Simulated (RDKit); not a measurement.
A run for RDKit: UFF on C2H6 (SMILES CC).

```python
from rdkit import Chem
from rdkit.Chem import AllChem, rdDetermineBonds

blocks = [
'''8

C     0.71617614   -0.47087965    0.10971482
C    -0.53952050    0.29996342    0.50558208
H     0.53008685   -1.12198579   -0.74682486
H     1.07685118   -1.09456708    0.92948241
H     1.52698939    0.20851676   -0.15836518
H    -0.89378254    0.92890193   -0.31341234
H    -0.34803582    0.95023790    1.36105573
H    -1.35569895   -0.37614513    0.77153973
''',
]
mol = None
for b in blocks:
    f = Chem.MolFromXYZBlock(b)
    rdDetermineBonds.DetermineBonds(f, charge=0)
    mol = f if mol is None else Chem.CombineMols(mol, f)
Chem.SanitizeMol(mol)
print(Chem.MolToSmiles(Chem.RemoveHs(mol)))
ff = AllChem.UFFGetMoleculeForceField(mol, vdwThresh=100.0, ignoreInterfragInteractions=False)
e = ff.CalcEnergy()
print(f'UFF energy {e:.6f} kcal/mol')
```

The log:

```
CC
UFF energy 1.275906 kcal/mol
```

The run finished.

Cost: around 0.010 core-seconds (rough).
